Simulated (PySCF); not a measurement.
A GIAO shielding run with PySCF 2.14.0 with density-fitted response routines (density fitting, non-relativistic, gas phase) on `InChI=1S/C7H12.Al.H/c1-3-5-7-6-4-2;;/h3,7H,1-2,4-6H2;;`:

```
$ OMP_NUM_THREADS=1 python probes_run.py task.json out

{"job": {"kind": "nmr", "xc": "PBE0", "basis": "pcSseg-1"}, "charge": 0, "multiplicity": 1}
C      0.929605     1.782366    -1.468618
C      1.304822     0.626877    -0.885125
C      0.765941    -0.723916    -1.275165
C     -0.616649    -0.932002    -0.607239
C     -0.532334    -1.570718     0.788392
C     -0.013404    -0.597000     1.860811
C     -0.764212     0.744036     1.807185
Al    -1.138537     0.945358    -0.123431
H      1.281108     2.750011    -1.099957
H      0.314427     1.790689    -2.375914
H      1.959345     0.682749    -0.006533
H      1.484497    -1.516780    -0.999220
H      0.648631    -0.753226    -2.370318
H     -1.249437    -1.544726    -1.265904
H      0.085907    -2.489370     0.779857
H     -1.549069    -1.893008     1.079803
H     -0.073055    -1.073983     2.855136
H      1.064777    -0.421803     1.691809
H     -1.743734     0.645929     2.315459
H     -0.231931     1.549617     2.336951
H     -2.018851     2.044790    -0.873938
```

Hardware: 1 thread of an Arm Neoverse V2, shared host. The job also computes population analyses, field gradients, ring-centre shieldings.

Problem. How large is the calculation?

Solution. 68 electrons, 208 basis functions and 1096 auxiliary functions.

Problem. How long does it take, and how much memory does it need?

Solution. 36 s of wall time, with 14 SCF cycles and 5 response iterations; peak memory 1 GiB. Times on a shared host scatter by some tens of per cent.
